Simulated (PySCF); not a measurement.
AlFHI, SMILES [F][AlH][I].

The structure is a stationary point at B3LYP-D3(BJ)/def2-TZVP. The def2 effective core potentials stand for the cores of I; spin–orbit coupling is left out.

Calculation: HF/def2-TZVPD run with PySCF.

```
Property                                                                                                        Value
---------------------------------------------------------------------------------------------  ----------------------
total energy                                                                                       -638.79374 hartree
point group                                                                                                        Cs
highest occupied level                                                                                      -10.58 eV
lowest empty level                                                                                            0.97 eV
orbital gap                                                                                                  11.55 eV
dipole moment                                                                                                  1.29 D
quadrupole, principal values (traceless, Buckingham form, about the centre of nuclear charge)   -8.88, 2.17, 6.71 D·Å
mean static polarisability                                                                       55.9 bohr³ (8.28 Å³)
polarisability, principal values                                                               48.8, 50.5, 68.4 bohr³
```
